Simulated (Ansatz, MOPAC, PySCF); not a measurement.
Dimer: ethylamine (SMILES CCN) (first 10 atoms) with HF (SMILES F); geometry from B3LYP-D3(BJ)/def2-TZVP, rigid monomers moved along the line of their centres of mass till N3···H12 is 1.47 Å.
(charge 0, multiplicity 1):
```xyz
12

C      1.2488     0.4907     0.0162
C     -0.2581     0.3102    -0.0588
N     -0.6906    -0.7789     0.8387
H      1.5661     1.3184    -0.6192
H      1.5586     0.6969     1.0408
H      1.7683    -0.4086    -0.3250
H     -0.5677     0.1293    -1.0943
H     -0.7585     1.2201     0.2771
H     -1.6941    -0.9165     0.7888
H     -0.2540    -1.6555     0.5716
F      0.0221    -0.0358     3.0564
H     -0.2629    -0.3648     2.1847
```

Monomers are frozen at their geometry in the pair; levels with a basis set take the counterpoise correction. Rows marked so take none.

Frozen-core correlation. Rows in 3-21G, 6-31G* carry no dispersion term and start afresh at each structure (6-31G* with six Cartesian d functions). MP2/6-31G* freezes PySCF's default core. The state that PM7 reach isn't checked; PM7 holds dispersion and hydrogen-bond terms.

Codes used: Ansatz (a quantum-chemistry and plane-wave program) with Gaussian orbitals; MOPAC for PM7 (differences of heats of formation); PySCF for 3-21G rows, 6-31G* rows, the dispersion terms. 

Other levels give for the interaction energy: PBE/def2-TZVPPD -64.5; B3LYP/def2-TZVPPD -59.3; B3LYP-D3(BJ)/def2-TZVPPD -66.1; wB97M-V/def2-TZVPPD -61.8; CCSD(T)/aug-cc-pVDZ -51.6 kJ/mol.

Common cheap choices:

```json
[
 {"level": "PM7", "interaction energy (kJ/mol)": "0.0"},
 {"level": "HF/3-21G (no counterpoise)", "interaction energy (kJ/mol)": "-79.1"},
 {"level": "BP86/6-31G* (no counterpoise)", "interaction energy (kJ/mol)": "-67.9"},
 {"level": "B3LYP/6-31G*", "interaction energy (kJ/mol)": "-51.5"},
 {"level": "B3LYP/6-31G* (no counterpoise)", "interaction energy (kJ/mol)": "-68.5"},
 {"level": "M06-2X/6-31G* (no counterpoise)", "interaction energy (kJ/mol)": "-71.9"},
 {"level": "MP2/6-31G*", "interaction energy (kJ/mol)": "-42.7"},
 {"level": "MP2/6-31G* (no counterpoise)", "interaction energy (kJ/mol)": "-65.1"}
]
```
